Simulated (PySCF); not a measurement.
WN: a composite coupled-cluster calculation

State: ⁴Σ⁻, quartet, unpaired electrons σ ↑, δ ↑↑. De refers to W (5d4 6s2) + N. ROHF-based CCSD(T) in PySCF 2.14 with W aug-cc-pVDZ-PP with ECP60, N aug-cc-pVDZ and W aug-cc-pVTZ-PP with ECP60, N aug-cc-pVTZ (frozen core orbitals: 5; scalar-relativistic core potentials). Correlation energies are extrapolated as n⁻³ (n = 2, 3), Hartree–Fock as (n+1)·exp(−9√n).

| Level | Re (Å) | ωe (cm⁻¹) | ωexe (cm⁻¹) | αe (cm⁻¹) | De (eV) |
| --- | --- | --- | --- | --- | --- |
| CCSD(T)/DZ | 1.6846 | 1049.3 | 4.46 | 0.00244 | 5.866 |
| CCSD(T)/TZ | 1.6743 | 1062.2 | 4.19 | 0.00234 | 6.328 |
| HF/CBS | 1.6129 | 1246.6 | 2.85 | 0.00177 | 1.854 |
| MP2/CBS | 1.6938 | 990.6 | 5.96 | 0.00289 | 7.781 |
| CCSD/CBS | 1.6536 | 1125.4 | 4.10 | 0.00219 | 5.915 |
| CCSD(T)/CBS | 1.6723 | 1066.7 | 4.13 | 0.00231 | 6.482 |

Question: How much is left between CCSD(T)/TZ and the basis-set limit, and how much do the triples give at the limit?

Answer: CCSD(T)/CBS less CCSD(T)/TZ: -2.0 mÅ in Re, +4.5 cm⁻¹ in ωe and +0.154 eV in De. CCSD(T)/CBS less CCSD/CBS: +18.7 mÅ in Re, -58.7 cm⁻¹ in ωe and +0.567 eV in De.

The T1 diagnostic is 0.048, large enough to doubt a single reference. The state was picked by a PBE0 search and need not be the measured ground state. Spin–orbit coupling, excitations beyond (T) and corrections to the Born–Oppenheimer picture are left out, and spin–orbit coupling matters for open p, d or f shells this heavy.

The whole job (state search and all basis sets along the bond) took about 10 min on 4 threads of Intel Xeon 6975P-C (shared host), peak memory 15 GiB.
